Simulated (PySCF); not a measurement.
## UHF on V⁺ (vanadium, charge +1)

Configuration: [Ar] 3d3 4s1, high-spin 5F determinant (an excited configuration). Computed with PySCF 2.14 in aug-cc-pwCVTZ-DK, with scalar relativity by spin-free X2C-1e.

```json
{
 "Total energy": "-947.932777 hartree",
 "One-electron energy": "-1295.1089 hartree",
 "Hartree (Coulomb) energy": "391.6899 hartree",
 "Exchange energy": "-44.5138 hartree",
 "⟨S²⟩": "6.0024",
 "⟨L²⟩": "12.035",
 "Sum of ⟨r⟩": "17.48 bohr",
 "Sum of ⟨r²⟩": "27.93 bohr²",
 "Langevin diamagnetic susceptibility": "-22.1 ×10⁻⁶ cm³/mol"
}
```

```csv
shell,electrons,mean orbital energy (eV),"rms radius, mean of both spins (bohr)"
1s α,1,-5527.7,0.0768
1s β,1,-5527.6,0.0768
2s α,1,-665.58,0.332
2s β,1,-663.86,0.332
2p α,3,-554.12,0.303
2p β,3,-552.50,0.303
3s α,1,-98.150,1.02
3s β,1,-92.061,1.02
3p α,3,-66.108,1.11
3p β,3,-58.914,1.11
3d α,3,-21.276,1.49
4s α,1,-13.720,3.33
```

Densities and radii are taken from the X2C orbitals without a picture-change correction, which distorts them close to the nucleus.

Spin-orbit constants ζ (cm⁻¹) from the X2C one-electron operator on these orbitals: bare nucleus, nucleus screened by l(l+1)(2l+1)/3 electrons, and screened by the Breit-Pauli mean field of the electrons.

```json
{"shell": "2p", "bare": "40720", "screened nucleus": "37180", "mean field": "n/a"}
{"shell": "3p", "bare": "4550", "screened nucleus": "4155", "mean field": "n/a"}
{"shell": "3d", "bare": "353.9", "screened nucleus": "200.0", "mean field": "n/a"}
```

To first order the Landé constant is A = 50.01 cm⁻¹, so the lowest level has J = 1 and lies 0.0496 eV below the centre of the term. This holds in LS coupling only.
